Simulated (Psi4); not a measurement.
F5Ta (SMILES [F][Ta]([F])([F])([F])[F]), singlet, geometry from GFN2-xTB (such geometries of metal compounds can be far from the true shape) (core potentials on Ta); B3LYP/def2-SVP run with Psi4 1.11.

Input for Psi4:
```
memory 2 GB

molecule mol {
0 1
Ta   -0.000000    0.000000   -0.000000
F     1.177283   -0.702914    1.159289
F    -1.177283    0.702914   -1.159289
F     0.100684    1.595988    0.865452
F     1.135453   -0.362868   -1.373097
F    -1.236137   -1.233120    0.507645
}

set {
  basis def2-svp
  reference rks
}

energy('b3lyp')
print_variables()
```

It wrote (shortened):

```
   => Loading Basis Set <=

    Name: DEF2-SVP
    Role: ORBITAL
    Keyword: BASIS

    !!!  WARNING: ECP capability is in beta. Please check occupations closely.  !!!

         ---------------------------------------------------------
                                   SCF
               by Justin Turney, Rob Parrish, Andy Simmonett
                          and Daniel G. A. Smith
                              RKS Reference
         ---------------------------------------------------------

  ==> Geometry <==

    Molecular point group: c1
    Full point group: C1

    Geometry (in Angstrom), charge = 0, multiplicity = 1:

       Center              X                  Y                   Z               Mass
    ------------   -----------------  -----------------  -----------------  -----------------
         TA           0.000000000000     0.000000000000     0.000000000000   180.947995800000
         F            1.177283000000    -0.702914000000     1.159289000000    18.998403162730
         F           -1.177283000000     0.702914000000    -1.159289000000    18.998403162730
         F            0.100684000000     1.595988000000     0.865452000000    18.998403162730
         F            1.135453000000    -0.362868000000    -1.373097000000    18.998403162730
         F           -1.236137000000    -1.233120000000     0.507645000000    18.998403162730

  Running in c1 symmetry.

  Rotational constants: A =      0.08946  B =      0.07778  C =      0.07778 [cm^-1]
  Rotational constants: A =   2681.84481  B =   2331.88789  C =   2331.88750 [MHz]
  Nuclear repulsion =  324.517574118780487

  Charge       = 0
  Multiplicity = 1
  Electrons    = 58
  Nalpha       = 29
  Nbeta        = 29

  ==> Algorithm <==

  SCF Algorithm Type is DF.
  DIIS enabled.
  MOM disabled.
  Fractional occupation disabled.
  Guess Type is SAD.
  Energy threshold   = 1.00e-06
  Density threshold  = 1.00e-06
  Integral threshold = 1.00e-12

  ==> Primary Basis <==

  Basis Set: DEF2-SVP
    Blend: DEF2-SVP
    Number of shells: 42
    Number of basis functions: 102
    Number of Cartesian functions: 112
    Spherical Harmonics?: true
    Max angular momentum: 3

  Core potential: DEF2-SVP
    Number of shells: 4
    Number of ECP primitives: 10
    Number of ECP core electrons: 60
    Max angular momentum: 3

  ==> DFT Potential <==

   => LibXC <=

    Version 7.1.2
[...]
   @DF-RKS iter   4:  -556.18754941559553   -1.19415e-02   4.85395e-04 ADIIS/DIIS
   @DF-RKS iter   5:  -556.18813162921106   -5.82214e-04   3.09942e-04 ADIIS/DIIS
   @DF-RKS iter   6:  -556.18848107452800   -3.49445e-04   1.84969e-05 DIIS
   @DF-RKS iter   7:  -556.18848230692458   -1.23240e-06   6.37801e-06 DIIS
   @DF-RKS iter   8:  -556.18848241891646   -1.11992e-07   3.12970e-06 DIIS
   @DF-RKS iter   9:  -556.18848245374340   -3.48269e-08   3.40001e-07 DIIS
  Energy and wave function converged.

  ==> Post-Iterations <==

   Electrons on quadrature grid:
      Ntotal   =   57.9998249796 ; deviation = -1.750e-04

    Orbital Energies [Eh]
    ---------------------

    Doubly Occupied:

[...]
    Virtual:

[...]
     102A    641.609878

    Final Occupation by Irrep:
              A
    DOCC [    29 ]
    NA   [    29 ]
    NB   [    29 ]

  @DF-RKS Final Energy:  -556.18848245374340

   => Energetics <=

    Nuclear Repulsion Energy =            324.5175741187804874
    One-Electron Energy =               -1438.0013115723775172
    Two-Electron Energy =                 605.2469743538426883
    DFT Exchange-Correlation Energy =     -47.9517193539889206
    Empirical Dispersion Energy =           0.0000000000000000
    VV10 Nonlocal Energy =                  0.0000000000000000
    Total Energy =                       -556.1884824537432905

Computation Completed

Properties will be evaluated at   0.000000,   0.000000,   0.000000 [a0]

Properties computed using the SCF density matrix

 Multipole Moments:

 ------------------------------------------------------------------------------------
     Multipole            Electronic (a.u.)      Nuclear  (a.u.)        Total (a.u.)
 ------------------------------------------------------------------------------------

 L = 1.  Multiply by 2.5417464519 to convert [e a0] to [Debye]
 Dipole X            :          0.0000175            0.0000000            0.0000175
 Dipole Y            :          0.0000153            0.0000000            0.0000153
 Dipole Z            :          0.0000436           -0.0000000            0.0000436
 Magnitude           :                                                    0.0000494

 ------------------------------------------------------------------------------------

  Variable Map:
  ----------------------------------------------------------------------------
[...]
  Array Variable Map:
  ----------------------------------------------------------------------------
[...]
[...]
```
